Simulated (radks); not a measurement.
Values are calculated unless marked as measured or tabulated.
Coulomb parameter of the 3d shell of neutral copper in the model configuration [Ar] 3d9.5 4s1.5, as a second difference U = [E(n + 0.5) + E(n - 0.5) - 2 E(n)] / (0.5)^2 with all orbitals relaxed. "Bare": the charge of the atom changes with n. "Screened": the 4s shell takes up the change at fixed total charge, which measures U(3d,3d) + U(4s,4s) - 2 U(3d,4s). Code: a radial shooting solver on a logarithmic mesh with Libxc functionals. Model: Dirac Kohn-Sham, BLYP, spin-unpolarised, spherical densities, finite nucleus; open shells are shared between the two j in proportion to 2j + 1; Fermi nuclear charge, rms radius 3.8823 fm.

case              configuration  E - E(n) (eV)
start          [Ar] 3d9.5 4s1.5          0.000
bare +0.5       [Ar] 3d10 4s1.5         -2.055
bare -0.5        [Ar] 3d9 4s1.5          5.193
screened +0.5     [Ar] 3d10 4s1         -0.540
screened -0.5      [Ar] 3d9 4s2          1.362

U(bare) = 12.552 eV, U(screened by 4s) = 3.288 eV. The step up makes a negative ion, whose loosely bound charge lowers the bare value.
